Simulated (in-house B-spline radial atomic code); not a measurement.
Eu⁺. Computed with a B-spline radial atomic code. Model: non-relativistic spherical atom: semilocal Troullier-Martins pseudo-atom, one channel per l, against all electrons, high spin, G0W0 and RPA with empty states to l = 8, local potential for every l without a channel, a model core (radius 0 = none) keeps its share of the functional.

Without relativity these are model numbers for so heavy an element.

What the tables leave out is listed at the end.

The pseudopotential gives back the lowest level of each angular momentum of its own functional in the configuration it was made in; a second state of the same l is only approximately right. Exact exchange, RPA and GW see the smooth pseudo-orbitals and miss the exchange with the core, for which the functional's share stands in. The column with an uncorrelated core keeps all orbitals and exact exchange, and so separates missing core correlation from pseudisation. Only the three outermost levels and the lowest empty one were computed. RPA here is direct RPA, with no exchange kernel, and its energies carry an (l + 1/2)⁻⁴ tail. A hybrid on a potential with a model core restores only its own semilocal share of the core's exchange.

Command:
```bash
python run_psgw.py task.json out
```
Settings (lengths in bohr, energies in hartree):
```
Z                      63
electrons              62
configuration          [Xe] 4f7 6s1
generated_in           [Xe] 4f7 6s1
functional             lda,vwn
core_shells            10
radius_factor          0.8
core_correction        True
ion_configuration      [Xe] 4f7
```

Cost of the run: 97 s on 1 thread of Intel(R) Xeon(R) Platinum 8488C (Sapphire Rapids), on a shared host.

Given: made with LDA VWN5; model core radius 0.96 bohr; local radius 1.408 bohr; mean-field start LDA VWN5.

Valence shells of the generating configuration: 5p, 4f, 6s.

Channel: s 2.878, p 1.149, d 1.644, f 1.586 (radii in bohr).

Computed: largest level miss in the spin-unpolarised generating configuration 0 eV; valence RPA correlation energy all-electron orbitals -0.80434 hartree; pseudo-atom RPA polarisability 63.012 bohr³; ionisation by mean-field all-electron 11 eV; ionisation by mean-field pseudo minus all -0.03 eV; ionisation by RPA all-electron 11.313 eV; ionisation by RPA pseudo minus all 0.631 eV.

```
level  occupied  mean-field all-electron (eV)  mean-field pseudo minus all (eV)  G0W0 all-electron (eV)  G0W0 uncorrelated core minus all (eV)  G0W0 pseudo minus all (eV)  exchange self-energy all-electron (eV)  exchange self-energy pseudo (eV)
6s up         1                        -8.593                             0.031                 -11.144                                  0.024                      -0.313                                  -8.049                           -7.9773
```

(1) What is the valence RPA correlation energy pseudo?

(2) What is the all-electron RPA polarisability, core included?

Given: mean-field start PBE0.

Computed: valence RPA correlation energy all-electron orbitals -0.7384 hartree; valence RPA correlation energy pseudo -1.1487 hartree; all-electron RPA polarisability, core included 56.603 bohr³; pseudo-atom RPA polarisability 51.752 bohr³; ionisation by mean-field all-electron 10.65 eV; ionisation by RPA all-electron 11.004 eV.

| level | occupied | mean-field all-electron (eV) | mean-field pseudo minus all (eV) | G0W0 all-electron (eV) | G0W0 uncorrelated core minus all (eV) | G0W0 pseudo minus all (eV) | exchange self-energy all-electron (eV) | exchange self-energy pseudo (eV) |
| --- | --- | --- | --- | --- | --- | --- | --- | --- |
| 6s up | 1 | -8.8799 | -0.199 | -11.053 | 0.025 | -0.408 | -7.7185 | -8.1472 |

(3) What is the ionisation by mean-field pseudo minus all?

(4) What is the ionisation by RPA pseudo minus all?

## Answers

(1) -1.214 hartree.

(2) 62.046 bohr³.

(3) 0.265 eV.

(4) 0.55 eV.

Among the listed levels the largest G0W0 shift of the pseudo-atom is -0.41 eV, for 6s up on the PBE0 start, while leaving the core uncorrelated moves that level by +0.03 eV. So pseudisation and the lost core exchange, not the missing core correlation, make the error. Not in the tables (levels of low weight, unsolved or above zero; the highest and the empty levels are kept at any weight): on LDA the G0W0 levels 4f up (pseudo minus all +5.87 eV, weights 0.64 and 0.24), 5p down (pseudo minus all +0.44 eV, weights 0.61 and 0.59), 4f down (pseudo minus all -2.16 eV, weights 0.48 and 0.20); on PBE0 the G0W0 levels 4f up (pseudo minus all +6.27 eV, weights 0.83 and 0.71), 5p down (pseudo minus all +1.13 eV, weights 0.66 and 0.77), 5d up (pseudo minus all -0.27 eV, weights 0.37 and 0.44); no Hartree-Fock pseudo-atom is run with a model core.
